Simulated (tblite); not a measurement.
C₆H₁₆Si₂.
Numbering: `[CH2:1]=[CH:2][SiH2:3][C@@H:4]([CH2:5][CH3:6])[SiH2:7][CH3:8]` (hydrogens: H9, H10 on C1; H11 on C2; H12, H13 on Si3; H14 on C4; H15, H16 on C5; H17, H18, H19 on C6; H20, H21 on Si7; H22, H23, H24 on C8)

Computed with GFN2-xTB (tblite), gas phase: L-BFGS steps from a force-field or distance-geometry start until the largest atomic force falls under 0.01 eV/Å.

Step 26: E = -663.9536 eV
```
atom  x, y, z in Å  |  force x, y, z in eV/Å
C1      3.5278   -0.3827    0.1001   -0.016   0.008  -0.006
C2      2.5476    0.4114    0.5017   -0.016  -0.022   0.019
Si3     1.2478    1.2048   -0.6081    0.045  -0.054   0.012
C4     -0.3477    0.1551   -0.4802   -0.068  -0.104  -0.006
C5     -0.0182   -1.3224   -0.7266   -0.024  -0.053  -0.013
C6     -1.2510   -2.2337   -0.8440    0.036   0.035   0.005
Si7    -1.2948    0.4670    1.1496   -0.020   0.007  -0.026
C8     -2.4497    1.9475    0.8817    0.010   0.005   0.002
H9      3.6846   -0.6162   -0.9414   -0.017   0.035   0.007
H10     4.2230   -0.8422    0.7881    0.003   0.010  -0.012
H11     2.4515    0.5906    1.5666    0.001   0.024   0.003
H12     0.9922    2.5787   -0.1626    0.004   0.046   0.003
H13     1.7422    1.2297   -1.9911   -0.010  -0.026  -0.030
H14    -1.0061    0.4688   -1.2970    0.000   0.046  -0.028
H15     0.5638   -1.3961   -1.6504   -0.019  -0.011   0.009
H16     0.6242   -1.6847    0.0789    0.006  -0.001  -0.019
H17    -1.3909   -2.8257    0.0577   -0.007   0.054  -0.002
H18    -1.1432   -2.9229   -1.6804    0.002   0.011   0.049
H19    -2.1585   -1.6534   -1.0028    0.075   0.017  -0.046
H20    -0.3574    0.7661    2.2396    0.014  -0.037   0.053
H21    -2.1259   -0.6765    1.5438    0.017  -0.045   0.035
H22    -1.9229    2.7868    0.4388   -0.009   0.008  -0.021
H23    -2.8755    2.2857    1.8197   -0.017   0.002   0.029
H24    -3.2746    1.6841    0.2259    0.011   0.044  -0.017
```

Step 27: E = -663.9551 eV
```
atom  x, y, z in Å  |  force x, y, z in eV/Å
C1      3.5287   -0.3817    0.1012   -0.003  -0.010  -0.012
C2      2.5471    0.4110    0.5009   -0.009  -0.027   0.038
Si3     1.2463    1.2023   -0.6073    0.014  -0.055   0.005
C4     -0.3497    0.1517   -0.4794   -0.061  -0.036   0.010
C5     -0.0178   -1.3249   -0.7279   -0.015   0.015  -0.005
C6     -1.2505   -2.2345   -0.8457    0.045   0.026   0.002
Si7    -1.2949    0.4686    1.1513   -0.009  -0.033  -0.019
C8     -2.4492    1.9486    0.8821    0.009   0.004   0.011
H9      3.6844   -0.6171   -0.9395   -0.011   0.034  -0.017
H10     4.2261   -0.8406    0.7876   -0.009   0.019  -0.004
H11     2.4497    0.5908    1.5649    0.003   0.030   0.026
H12     0.9932    2.5770   -0.1634    0.002   0.046   0.003
H13     1.7351    1.2233   -1.9911    0.003  -0.021  -0.049
H14    -1.0090    0.4723   -1.2939    0.016   0.011  -0.022
H15     0.5630   -1.3930   -1.6532   -0.019  -0.031   0.025
H16     0.6269   -1.6825    0.0789   -0.013  -0.020  -0.051
H17    -1.3923   -2.8227    0.0580   -0.023   0.054  -0.002
H18    -1.1396   -2.9262   -1.6792   -0.003  -0.001   0.044
H19    -2.1556   -1.6521   -1.0113    0.076   0.004  -0.034
H20    -0.3597    0.7669    2.2443    0.009  -0.036   0.038
H21    -2.1244   -0.6767    1.5456    0.016  -0.037   0.034
H22    -1.9203    2.7865    0.4397   -0.011   0.020  -0.022
H23    -2.8761    2.2867    1.8197   -0.013   0.004   0.022
H24    -3.2732    1.6860    0.2251    0.007   0.042  -0.020
```

Task: Estimate the geometry and energy of step 28. (The exact step hangs on the optimiser's Hessian estimate; all steps are aligned on step 27, rigid shifts and turns removed.)

Result: E = -663.9564 eV, largest force 0.073 eV/Å
```
atom  x, y, z in Å  |  force x, y, z in eV/Å
C1      3.5299   -0.3811    0.1020    0.004  -0.019  -0.012
C2      2.5467    0.4100    0.5003   -0.007  -0.026   0.045
Si3     1.2450    1.1988   -0.6066   -0.021  -0.032  -0.005
C4     -0.3529    0.1482   -0.4778   -0.030   0.040   0.015
C5     -0.0182   -1.3267   -0.7292    0.001   0.064   0.001
C6     -1.2490   -2.2353   -0.8478    0.033   0.007   0.000
Si7    -1.2955    0.4695    1.1536    0.000  -0.056   0.002
C8     -2.4487    1.9501    0.8828    0.006   0.006   0.015
H9      3.6852   -0.6178   -0.9379   -0.008   0.031  -0.037
H10     4.2289   -0.8386    0.7878   -0.012   0.023   0.004
H11     2.4484    0.5918    1.5634    0.005   0.030   0.045
H12     0.9947    2.5762   -0.1645    0.004   0.020  -0.004
H13     1.7282    1.2171   -1.9924    0.008  -0.020  -0.048
H14    -1.0120    0.4758   -1.2903    0.025  -0.020  -0.018
H15     0.5615   -1.3898   -1.6554   -0.012  -0.041   0.022
H16     0.6289   -1.6813    0.0773   -0.020  -0.035  -0.061
H17    -1.3942   -2.8193    0.0575   -0.035   0.048   0.010
H18    -1.1351   -2.9301   -1.6775    0.000  -0.020   0.029
H19    -2.1518   -1.6524   -1.0211    0.059   0.005  -0.027
H20    -0.3619    0.7674    2.2500   -0.001  -0.037   0.016
H21    -2.1230   -0.6772    1.5492    0.013  -0.031   0.032
H22    -1.9180    2.7868    0.4404   -0.010   0.024  -0.016
H23    -2.8774    2.2886    1.8199   -0.005   0.002   0.010
H24    -3.2716    1.6888    0.2240    0.004   0.036  -0.019
```

The energy changes by -0.0013 eV. The first-order estimate −F·Δx gives -0.0018 eV and the mean of the old and new forces, exact on a quadratic surface, -0.0013 eV. The step makes an angle of 69° with the force vector and moves no atom by more than 0.011 Å.

What follows is the cost of the whole relaxation. The run took 1.9 s of wall time on an Arm Neoverse V2 with one thread, no GPU, on a shared host.
